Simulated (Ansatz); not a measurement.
`CCCC(C(C)=O)C(C)=O` + `CCC(CC)CC` → `CCCC(CC)CC` + `CCC(C(C)=O)C(C)=O`  (formal exchange of groups at a C–C bond)

Computed with Ansatz on PBE0-D4/def2-TZVP structures; ΔE is electronic, products minus reactants. CCSD(T)/CBS adds triple-zeta CCSD(T) − MP2 to the extrapolated MP2 energy (def2 sets, frozen cores). DFT in def2-TZVPP. One conformer a species, not always the lowest.

```csv
level,ΔE (kcal/mol)
r2SCANh-D4,-0.5
CAM-B3LYP-D4,-0.2
ωB97M-V,-0.4
BLYP,0.1
r2SCAN,-0.5
r2SCAN0,-0.5
CCSD(T)/def2-SVP,-0.5
SCS-MP2/def2-QZVPP,-0.4
```

Q: What does CCSD(T)/CBS give? (An estimate is asked.)

A: The calculation gave: -0.4 kcal/mol. The listed levels differ from it by -0.1, 0.2, 0.0, 0.5, -0.1, -0.1, -0.1, 0.0 kcal/mol.

Largest T1 diagnostic among the species: 0.014.

Leaving LDA and LC-ωPBE aside and taking each functional with its dispersion term where it has one, the values, not all of them listed here, spread over 0.3 kcal/mol, from r2SCAN0-D4 to PBE-D4.
